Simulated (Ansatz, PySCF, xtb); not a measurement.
C2H2 (SMILES C#C) and C2H6O (SMILES COC) are pulled apart as rigid monomers along the line of their centres of mass, from the B3LYP-D3(BJ)/def2-TZVP minimum. Starting geometry (charge 0, multiplicity 1):
| atom | x (Å) | y (Å) | z (Å) |
|---|---|---|---|
| C | 0.5363 | 0.0417 | -0.2194 |
| C | 0.0530 | 0.0058 | 0.8766 |
| H | 0.9640 | 0.0733 | -1.1915 |
| H | -0.3742 | -0.0248 | 1.8575 |
| C | -0.4745 | 1.3714 | 4.3598 |
| O | -0.7518 | 0.0487 | 3.9441 |
| C | 0.1062 | -0.9013 | 4.5446 |
| H | 0.5492 | 1.6652 | 4.0966 |
| H | -0.6041 | 1.4801 | 5.4433 |
| H | -1.1769 | 2.0269 | 3.8480 |
| H | 1.1555 | -0.7074 | 4.2898 |
| H | -0.1782 | -1.8813 | 4.1656 |
| H | 0.0019 | -0.8929 | 5.6363 |

Interaction energies with rigid monomers; basis-set methods are counterpoise corrected unless marked otherwise.

Programs: Ansatz (Gaussian basis) for Hartree–Fock, density functionals and correlated methods; PySCF for the dispersion terms; xtb for the GFN methods. Values without a source in brackets are computed.

```csv
H4···O6 (Å),GFN1-xTB (kcal/mol),PBE/def2-TZVPPD (kcal/mol),r2SCAN-D3(BJ)/def2-TZVPPD (kcal/mol),B3LYP/def2-TZVPPD (kcal/mol),PBE0/def2-TZVPPD (kcal/mol)
1.91,0.85,-1.81,-2.90,-1.14,-1.99
2.12,-0.90,-2.55,-3.39,___,-2.65
2.44,-1.48,-2.36,-2.91,-1.96,-2.40
2.97,___,-1.47,-1.74,-1.19,-1.48
3.82,-0.33,-0.60,-0.73,-0.50,-0.62
```

Q: Some entries are withheld; supply them.

A: 
- 2.97, GFN1-xTB (kcal/mol): -0.92
- 2.12, B3LYP/def2-TZVPPD (kcal/mol): -2.03

Ansatz is a first-principles code.
